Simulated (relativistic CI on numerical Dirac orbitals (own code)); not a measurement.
**Spin-orbit doublets in the photoemission of antimony**

Problem. Photoelectron lines from p, d and f shells are doublets, and peak fits need their splitting and area ratio. Find both for the 3d line of antimony, from the calculated spin-orbit constant ζ(3d) = 3.74 eV of the closed-shell ion Sb⁵⁺ with one hole. Is the doublet resolved if instrument, lifetime and solid give each line a width of 1.0 eV (assumed)?

Working.
1. One hole with l = 2 gives j = 5/2 and j = 3/2. For a hole the level of higher j has the lower binding energy.
2. The splitting is (l + ½)ζ = 2.5 × 3.74 = 9.351 eV.
3. The areas follow 2j + 1: 6 : 4, so the weaker line has 0.667 of the stronger one's area, if the radial matrix elements are equal.
4. Splitting over width is 9.35: two separate peaks.

Check. The difference of tabulated binding energies of the element (M4 less M5; Elam, Ravel and Sieber, Radiat. Phys. Chem. 63, 121 (2002), rounded to 0.1 eV or more) is 9.3 eV.

All doublets of Sb⁵⁺, calculated as differences of Dirac-Coulomb-Breit total energies with one hole (eV):

| Shell | Calculated | Without Breit and QED | Tabulated, element |
| --- | --- | --- | --- |
| 2p | 248.7 | 251.8 | 248.0 |
| 3p | 46.97 | 47.56 | 46.3 |
| 3d | 9.379 | 9.642 | 9.3 |
| 4p | 8.704 | 8.819 |  |
| 4d | 1.266 | 1.304 | 1.2 |

The Breit and QED terms lower the splittings by 1.2 to 3.0 %. The 4p hole of the elements from Cd to Xe decays so fast that 4p1/2 is no sharp line in experiment.
